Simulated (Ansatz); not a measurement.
# Energy profile

The step: BH₂ClO₂ ([OH][B]([OH])[Cl]) → BClO + H₂O (still joined by a long B–O bond); bonds formed: O2–H4; bonds broken: O3–H4; bonds weakened to dative contacts: B1–O2 (atoms numbered as in the saddle structure below).

```xyz
6
angstrom
B 0.1736 0.4990 -0.3418
O 0.0898 -0.8799 0.3730
O -0.8010 0.4200 -1.1616
H -0.7722 -0.7631 -0.3353
Cl 1.4257 1.6019 0.1493
H -0.1159 -0.8779 1.3163
```

Electronic energies by CCSD(T) at an estimated basis limit (MP2 extrapolated from triple and quadruple zeta, plus CCSD(T) − MP2 in triple zeta), on PBE0-D4/def2-TZVP structures; BH2ClO2, singlet; no counterpoise correction. Computed with Ansatz 0.2.0 (basis: def2-TZVPP and def2-QZVPP); correlated methods freeze the cores. Extrapolation: Hartree–Fock as exp(−7.88 √X), correlation as X^−2.97.

Task: Give the profile in kJ/mol, counted from the start structure. (Judge from chemistry; the value comes from the calculation.)

Result: The calculation gives:
```tsv
point	kJ/mol
start structure	0.0
saddle	240.8
end structure	199.4
separated: BClO (linked as [O][B][Cl]; B1, O3, Cl5; singlet) + H2O (O2, H4, H6; singlet)	210.1
```

No T1 diagnostic of these runs exceeds 0.017.

For scale, one of the runs: CCSD(T)/def2-TZVPP, 163 basis functions, launched by `ansatz run in.yaml --threads 2 --pin off --events-out ev --progress --plain --max-ram 4352MiB`. The run took 13 s on 2 CPU threads of an Intel Xeon 6975P-C (shared host), with 1.4 GiB of host memory at its peak.
